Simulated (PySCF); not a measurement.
## Assignment exercise: C$_{4}$H$_{8}$O$_{4}$Si

Numbering as in the mapped SMILES `[CH3:1][CH2:2][O:3][C:4](=[O:5])[C:6](=[O:7])[O:8][SiH3:9]` (H(Xn): hydrogen on atom n).

- GFN2-xTB structure
- shieldings: GIAO PBE0/pcSseg-1
- program: PySCF
- isolated molecule, non-relativistic Hamiltonian, one computed conformer, one averaged value for each set of equivalent atoms

Scale: $^{13}$C (σref 186.93) and $^{1}$H (σref 31.72) vs TMS (reference shieldings calculated alike).

(1) Assign these signals to the numbered atoms. $^{13}$C{$^{1}$H} NMR (computed): δ 164.0 (C), 163.1 (C), 65.3 (CH2), 16.0 (CH3).

(2) Assign these signals to the numbered atoms. $^{1}$H NMR (300 MHz, computed): δ 4.95 (s, 3H), 4.58 (q, 2H), 1.37 (t, 3H).

Answers

(1) 
| δ (ppm) | atoms | environment | reason |
| --- | --- | --- | --- |
| 164.0 | C4 | ester carbonyl carbon | lone-pair donation from the attached heteroatom keeps it upfield of a ketone carbonyl |
| 163.1 | C6 | carbonyl carbon | – |
| 65.3 | C2 | sp3 CH2 bonded to O | deshielded by the electronegative neighbour |
| 16.0 | C1 | methyl carbon | a saturated carbon with 1 carbon neighbour and no heteroatom attached |

C4 and C6 lie closer than the usual error of such a calculation, so a measured spectrum could show them in the other order.

(2) 
4.95 → H(Si9), hydrogen on a silicon bonded to O
4.58 → H(C2), hydrogen on an sp3 CH2 bonded to O: its carbon carries O, hence the downfield position
1.37 → H(C1), hydrogen on a methyl carbon

Shifts are as computed. Against solution values, carbons near 30 ppm lie about +3 ppm off and those near 130 ppm about +5 ppm. Of 1211 compounds with measured shifts, 218 miss one by over three times the rms of a fit or turn the order of signals round; such compounds aren't used in these exercises. No couplings were computed; multiplicities are counted from neighbouring protons, with m where these are inequivalent, close in shift, in a saturated or five-membered ring or joined by F or P, and br s for small geminal =CH2 splittings.
